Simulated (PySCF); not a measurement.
C3H7BN2, SMILES NB1NCC1=C. Atoms are numbered in the order given.

```xyz
13

C      1.2817    -1.7194     0.0000
C      0.3248    -0.7784     0.0000
C     -1.2081    -0.9075     0.0000
N     -1.3301     0.5593     0.0000
B      0.0859     0.7925     0.0000
N      0.8792     1.9599     0.0000
H      2.3514    -1.4500     0.0000
H      1.0481    -2.7993     0.0000
H     -1.6281    -1.4106    -0.9040
H     -1.6281    -1.4106     0.9040
H     -2.2056     1.0793     0.0000
H      1.8958     1.9197     0.0000
H      0.5024     2.9060     0.0000
```

Coordinates come from a PBE-D3(BJ)/def2-SVP optimisation. The structure was generated by enumeration, and PubChem lists no compound with its InChIKey, so it may never have been made. Other conformers were not sampled.

Calculation: PBE/pcSseg-1 (PySCF).

GIAO shieldings, no solvent; atoms listed in one row are averaged. δ = σ(ref) − σ: ¹³C against TMS (σ = 182.0 ppm); ¹⁵N against NH3 (σ = 267.0 ppm); ¹¹B against BF3 (σ = 83.9 ppm); ¹H against TMS (σ = 31.49 ppm), references at their B3LYP-D3(BJ)/def2-TZVP geometries, non-relativistic.

Computed chemical shifts:
```
nucleus    atoms  count  δ (ppm)
-------  -------  -----  -------
¹³C           C2      1    162.4
¹³C           C1      1    120.2
¹³C           C3      1     62.4
¹⁵N           N4      1     98.8
¹⁵N           N6      1     63.6
¹¹B           B5      1     11.3
¹H            H7      1     5.90
¹H            H8      1     5.79
¹H       H9, H10      2     4.57
¹H           H11      1     3.17
¹H           H12      1     2.73
¹H           H13      1     2.52
```
